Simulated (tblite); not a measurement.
Species: C₂H₆B₃NO₄.
Structure used (GFN2-xTB), in Å, numbered top down from 1:
```xyz
16
C2H6B3NO4 angstrom
C     -3.0501    0.1930    0.6350
C     -1.8208    0.3023   -0.2418
O     -1.8475    0.6722   -1.3846
N     -0.6605   -0.0713    0.4122
B      0.6799   -0.0970   -0.0952
O      1.6642   -0.5061    0.7759
B      2.9537   -0.5433    0.3499
O      3.2635   -0.1844   -0.9234
B      2.2850    0.2150   -1.7858
O      0.9980    0.2578   -1.3666
H     -3.9243    0.4998    0.0687
H     -2.9431    0.8327    1.5082
H     -3.1786   -0.8345    0.9681
H     -0.7779   -0.3584    1.3738
H      3.7935   -0.8858    1.0886
H      2.5575    0.5168   -2.8809
```

All values are computed: GFN2-xTB (tblite) harmonic vibrations without scaling, gas phase. The method is semi-empirical: single wavenumbers can be off by several per cent or more. Modes of hydrogen on boron can be 10 to 20 % off. One conformer, not necessarily the lowest.

Harmonic wavenumbers (cm⁻¹): 49.3, 63.8, 99.8, 112.0, 155.0, 238.9, 298.1, 309.5, 346.2, 483.8, 529.4, 562.0, 622.3, 622.8, 668.0, 754.7, 774.1, 790.2, 804.0, 934.6, 940.2, 989.5, 1001.2, 1004.7, 1030.0, 1085.0, 1116.8, 1174.8, 1221.6, 1265.1, 1305.8, 1365.9, 1371.8, 1454.0, 1465.1, 1785.2, 2646.1, 2662.1, 3029.2, 3031.7, 3069.1, 3442.9.

A = 3803, B = 779.7, C = 649.7 MHz; mass 141.058 u (most abundant isotopes); point group Cs, symmetry number 1.

Problem. Zero-point energy?

Solution. Half the sum of the wavenumbers: 23338 cm⁻¹ = 279.19 kJ/mol.

Problem. Give the ideal-gas entropy at 273.15 K and 1 bar in the rigid-rotor, harmonic-oscillator model (classical rotation).

Solution. Translation 168.76, rotation 122.34, vibration 111.29: S = 402.4 J/(mol K).

Problem. And Cp and H(273.15 K) − H(0)?

Solution. Cp = 147.31 J/(mol K), of which vibrations give 114.05 (their classical limit is 42 R = 349.2); H(273.15 K) − H(0) = 24.95 kJ/mol without the zero-point energy, 15.87 from vibrations.

Problem. How do the functions run with temperature in this model?

Solution. 
```
 T (K)  S (J/(mol K))  Cp (J/(mol K))  H − H(0) (kJ/mol)  G − H(0) (kJ/mol)  ln q(vib)
    50          249.0            57.3               2.15             -10.30       0.56
   100          295.6            78.3               5.57             -23.99       1.86
298.15          415.7           157.6              28.77             -95.19       7.04
373.15          454.3           186.5              41.69            -127.83       8.94
   500          514.7           226.5              68.01            -189.35      12.12
   750          617.2           277.6             131.61            -331.26      18.07
  1000          701.5           308.0             205.10            -496.42      23.50
```

q(vib) and H(0) count from the zero-point level.

Problem. What must be added to the electronic energy to get the Gibbs energy at 273.15 K and 1 bar?

Solution. ZPE + [H(273.15 K) − H(0)] − T·S = 279.19 + 24.95 − 109.91 = 194.23 kJ/mol.

Problem. Blend soft modes into free rotors: weight 1/[1 + (100 cm⁻¹/ν̃)⁴] for the oscillator and the rest for a rotor with moment μB/(μ + B), μ = h/(8π²ν), B = 10⁻⁴⁴ kg m². What vibrational entropy results?

Solution. 101.41 J/(mol K) in place of 111.29, which changes −T·S at 273.15 K by +2.70 kJ/mol.

Problem. Which modes carry the vibrational entropy at 273.15 K?

Solution. 49.3 cm⁻¹: 19.55; 63.8 cm⁻¹: 17.42; 99.8 cm⁻¹: 13.76; 112.0 cm⁻¹: 12.82; 155.0 cm⁻¹: 10.23; 238.9 cm⁻¹: 6.93 J/(mol K); the other 36 give 30.58 together.

Hindered rotation and anharmonicity are outside this model. Other conformers, if any are populated, would add a mixing term that is left out.

The run took 0.87 s of wall time on Arm Neoverse N1, one thread, shared host with 64 logical CPUs at a one-minute load of 61. This covers the Hessian and the dipole derivatives.
